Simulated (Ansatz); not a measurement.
Cost and result for the atomization energy of `N#[C][GeH]([F])[F]` (6 atoms, 5 bonds).

```xyz
6

N     0.820    0.673    2.268
C     0.444    0.365    1.225
Ge   -0.145   -0.075   -0.537
F    -1.844   -0.255   -0.453
F     0.485   -1.627   -0.888
H     0.241    0.921   -1.616
```

Charge 0, multiplicity 1. Correlated methods include outer-core shells of Ge, which these sets cover unevenly. Scalar relativity is left out up to krypton. The geometry is a stationary point of PBE0-D4/def2-TZVP. Program: Ansatz. Hardware: A = 2 threads of a server CPU on a shared host; B = 2 threads of an AMD EPYC 7R13 on a shared host and a share of an NVIDIA H100 80 GB. Times are those of one run each, without the atoms' runs, and a repeat can differ threefold. Electronic energies, without spin–orbit coupling; frozen cores. CCSD(T)/CBS adds CCSD(T) − MP2 in def2-TZVPP to the MP2 limit, and its time is that of the two runs behind it. T1 = 0.013. With those shells the extrapolation isn't a true limit. B3LYP takes the VWN-RPA correlation (the form of Gaussian; ORCA's B3LYP/G). HSE06 is the plane-wave form, built on full-range PBE exchange.

CCSD(T)/CBS is a level of theory with its own doubt, some kJ/mol a heavy atom from the limit and from the frozen cores, so smaller differences don't rank the functionals.

```csv
level,functions,wall time
PBE-D4/def2-TZVPP (with forces) [A],186,4.8 s
CAM-B3LYP-D4/def2-TZVPP [A],186,7 s
BHLYP-D4/def2-TZVPP [A],186,8.6 s
HSE06-D4/def2-TZVPP [A],186,9 s
B3LYP-D4/def2-TZVPP (with forces) [A],186,9.1 s
r2SCAN-D4/def2-TZVPP (with forces) [A],186,11 s
CCSD(T)/def2-SVP [A],93,12 s
CCSD(T)/def2-TZVPP [B],186,14 s
B97M-V/def2-TZVPP [A],186,15 s
ωB97M-V/def2-TZVPP (with forces) [A],186,23 s
ωB97X-V/def2-TZVPP [A],186,23 s
CCSD(T)/def2-QZVPP [B],347,34 s
CCSD(T)/CBS(def2),–,47 s
```

(1) What atomization energy does each give, and how far from CCSD(T)/CBS? (Best estimate.)

## Answers

(1) The calculation gave: 
```json
{"level": "PBE-D4/def2-TZVPP (with forces) [A]", "atomization (kJ/mol)": "2504.8", "difference from CCSD(T)/CBS": "78.6", "per bond": "15.7"}
{"level": "CAM-B3LYP-D4/def2-TZVPP [A]", "atomization (kJ/mol)": "2421.0", "difference from CCSD(T)/CBS": "-5.2", "per bond": "-1.0"}
{"level": "BHLYP-D4/def2-TZVPP [A]", "atomization (kJ/mol)": "2263.1", "difference from CCSD(T)/CBS": "-163.1", "per bond": "-32.6"}
{"level": "HSE06-D4/def2-TZVPP [A]", "atomization (kJ/mol)": "2397.8", "difference from CCSD(T)/CBS": "-28.4", "per bond": "-5.7"}
{"level": "B3LYP-D4/def2-TZVPP (with forces) [A]", "atomization (kJ/mol)": "2398.1", "difference from CCSD(T)/CBS": "-28.1", "per bond": "-5.6"}
{"level": "r2SCAN-D4/def2-TZVPP (with forces) [A]", "atomization (kJ/mol)": "2412.6", "difference from CCSD(T)/CBS": "-13.6", "per bond": "-2.7"}
{"level": "CCSD(T)/def2-SVP [A]", "atomization (kJ/mol)": "2257.0", "difference from CCSD(T)/CBS": "-169.2", "per bond": "-33.8"}
{"level": "CCSD(T)/def2-TZVPP [B]", "atomization (kJ/mol)": "2361.1", "difference from CCSD(T)/CBS": "-65.1", "per bond": "-13.0"}
{"level": "B97M-V/def2-TZVPP [A]", "atomization (kJ/mol)": "2426.2", "difference from CCSD(T)/CBS": "0.0", "per bond": "0.0"}
{"level": "ωB97M-V/def2-TZVPP (with forces) [A]", "atomization (kJ/mol)": "2414.9", "difference from CCSD(T)/CBS": "-11.3", "per bond": "-2.3"}
{"level": "ωB97X-V/def2-TZVPP [A]", "atomization (kJ/mol)": "2432.0", "difference from CCSD(T)/CBS": "5.8", "per bond": "1.2"}
{"level": "CCSD(T)/def2-QZVPP [B]", "atomization (kJ/mol)": "2410.2", "difference from CCSD(T)/CBS": "-16.0", "per bond": "-3.2"}
{"level": "CCSD(T)/CBS(def2)", "atomization (kJ/mol)": "2426.2", "difference from CCSD(T)/CBS": "0.0", "per bond": "0.0"}
```

From r2SCAN to r2SCAN0 (25 % exact exchange), in def2-TZVPP and without D4, the atomization energy moves by −95.0 kJ/mol: exact exchange takes away binding that semilocal exchange gives to molecules. In def2-TZVPP, CCSD(T) changes the Hartree–Fock value by +770.8 kJ/mol (the triples alone add +63.7 kJ/mol) and MP2 by +888.6 kJ/mol; breaking electron pairs costs correlation energy, which Hartree–Fock lacks. The D4 term adds +18.1 kJ/mol with B3LYP and +9.4 kJ/mol with PBE0; it sums over pairs of atoms, weighted by their polarisabilities, and B3LYP, whose exchange is more repulsive, gets the larger term.
